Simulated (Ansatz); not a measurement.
System: C7H13 (charge 0, doublet). It need not be the lowest isomer of its formula. SMILES: CC/C(=C/CC)[CH2]
Coordinates optimised at B3LYP-D3(BJ)/def2-TZVP (Ansatz, a program for electronic structure):
```
C
C 1 1.3805
H 2 1.0804 1 122.32
H 2 1.0816 3 116.92 1 179.91
C 1 1.3918 2 123.50 3 0.50
H 5 1.0858 1 117.38 2 177.22
C 5 1.4926 6 116.34 1 176.81
H 7 1.0915 5 110.71 6 157.22
H 7 1.0944 8 106.40 3 154.31
C 1 1.5168 2 118.55 3 -177.92
H 10 1.0923 1 109.41 2 -31.49
H 10 1.0927 11 106.66 1 118.23
C 10 1.5313 11 109.45 12 118.27
H 13 1.0916 10 110.77 11 62.07
H 13 1.0917 14 107.66 10 -121.30
H 13 1.0919 14 108.18 15 -116.64
C 7 1.5379 8 109.22 9 117.19
H 17 1.0909 7 110.57 8 62.06
H 17 1.0917 18 107.78 7 -121.47
H 17 1.0920 18 108.40 19 -116.72
```
Charge 0, spin multiplicity 2.

Property: atomisation energy (electronic, to ground-state atoms), in eV. Valence correlation only, unless marked. UHF or UKS for open shells. Spin-orbit coupling is left out. No relativistic terms. The coupled-cluster limit lacks core correlation, which all-electron functionals hold. CBS(X,Y): correlation extrapolated as X^-3; Hartree-Fock from the larger set. The bracket is a focal-point correction in the basis named.

The UHF reference is spin-contaminated (<S^2> 0.20 over the pure value in the largest basis). 

| level | program | atomisation energy (eV) |
|---|---|---|
| r2SCAN/def2-TZVPD | Ansatz | 84.69 |
| PBE0-D3(BJ)/def2-TZVPD | Ansatz + dftd3 | 85.28 |
| PBE0/def2-TZVPD | Ansatz | 84.89 |
| wB97X-V/def2-TZVPD | Ansatz | 84.42 |
| CCSD/cc-pVDZ | Ansatz | 78.06 |
| RI-MP2/CBS(cc-pVTZ,cc-pVQZ)+[CCSD(T)-MP2]/cc-pVTZ | Ansatz | [?] |

Problem. Some entries are withheld; supply them.

Solution. 
- RI-MP2/CBS(cc-pVTZ,cc-pVQZ)+[CCSD(T)-MP2]/cc-pVTZ, atomisation energy (eV): 84.33
